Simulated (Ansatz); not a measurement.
C$_{6}$H$_{3}$ClTi (`C#[C][Ti]([Cl])([C]#C)[C]#C`), 11 atoms. Charge 0, multiplicity 1. Correlated methods include outer-core shells of Ti, which these sets cover unevenly. Scalar relativity is left out up to krypton. All runs use 4 threads of an Arm Neoverse V1 on a shared host. Correlated methods freeze the cores.

Q: Give the basis size and wall time and peak host memory of each of these runs in Ansatz. RHF-CCSD(T)/def2-SVP energy; RKS PBE0-D4/def2-QZVPP energy; RKS PBE0-D4/def2-SVP energy; RKS ωB97M-V/def2-SVP energy; RKS ωB97M-V/def2-QZVPP energy; RHF-MP2/def2-QZVPP energy; RKS B3LYP-D4/def2-TZVPP energy and forces; direct RPA on PBE orbitals/def2-TZVPP energy; RKS SPW92 (LDA)/def2-TZVPP energy; RKS PBE-QIDH (frozen core)/def2-TZVPP energy; RKS PBE0-D4/def2-TZVP relaxation (3 steps); RKS PBE0-D4/def2-TZVP frequencies. (An estimate is asked.)

A: Ansatz gave: Other jobs shared the machine, so times are rough.

```json
{"level": "RKS PBE0-D4/def2-SVP", "job": "energy", "functions": "148", "wall time": "2.6 s", "peak host memory (GiB)": "0.66"}
{"level": "RKS SPW92 (LDA)/def2-TZVPP", "job": "energy", "functions": "334", "wall time": "3.1 s", "peak host memory (GiB)": "0.58"}
{"level": "RKS ωB97M-V/def2-SVP", "job": "energy", "functions": "148", "wall time": "13 s", "peak host memory (GiB)": "0.66"}
{"level": "RKS B3LYP-D4/def2-TZVPP", "job": "energy and forces", "functions": "334", "wall time": "14 s", "peak host memory (GiB)": "1.5"}
{"level": "RKS PBE-QIDH (frozen core)/def2-TZVPP", "job": "energy", "functions": "334", "wall time": "17 s", "peak host memory (GiB)": "1.2"}
{"level": "direct RPA on PBE orbitals/def2-TZVPP", "job": "energy", "functions": "334", "wall time": "19 s", "peak host memory (GiB)": "1.2"}
{"level": "RKS PBE0-D4/def2-QZVPP", "job": "energy", "functions": "595", "wall time": "20 s", "peak host memory (GiB)": "3.1"}
{"level": "RKS PBE0-D4/def2-TZVP", "job": "relaxation (3 steps)", "functions": "286", "wall time": "38 s", "peak host memory (GiB)": "1.1"}
{"level": "RHF-CCSD(T)/def2-SVP", "job": "energy", "functions": "148", "wall time": "41 s", "peak host memory (GiB)": "1.3"}
{"level": "RKS ωB97M-V/def2-QZVPP", "job": "energy", "functions": "595", "wall time": "45 s", "peak host memory (GiB)": "3.3"}
{"level": "RHF-MP2/def2-QZVPP", "job": "energy", "functions": "595", "wall time": "75 s", "peak host memory (GiB)": "4.8"}
{"level": "RKS PBE0-D4/def2-TZVP", "job": "frequencies", "functions": "286", "wall time": "7.8 min", "peak host memory (GiB)": "1.2"}
```

B3LYP here is the variant with VWN-RPA as its local correlation; programs differ in this.
